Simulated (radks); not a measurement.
Results of a calculation; reference values are marked as such.
Spin polarisation of the 6p1 shell in neutral thallium. Start: [Hg] 6p(up 0.5, down 0.5); electrons of 6p are moved from spin down to spin up, other shells keep equal spins. Code: a radial shooting solver on a logarithmic mesh with Libxc functionals. Model: non-relativistic Kohn-Sham, r2SCAN, spin-polarised, spherical densities, point nucleus; meta-GGA in the generalised Kohn-Sham scheme.

moment (Bohr magnetons)  E - E(0) (eV)  e(6p up) (eV)  e(6p down) (eV)  6s down minus up (eV)  5d down minus up (eV)
0                                0.000         -2.548           -2.548                 0.000                 0.000
0.25                            -0.014         -2.656           -2.428                  0.192                  0.014
0.5                             -0.057         -2.752           -2.289                  0.383                  0.027
0.75                            -0.131         -2.838           -2.116                  0.570                  0.041
1                               -0.243         -2.920           -1.787                  0.757                  0.056

At moment 1 the spin-polarisation energy is -0.243 eV and the 6p exchange splitting 1.133 eV, that is 1.133 eV per Bohr magneton; E = -I m^2/4 would give I = 0.972 eV.
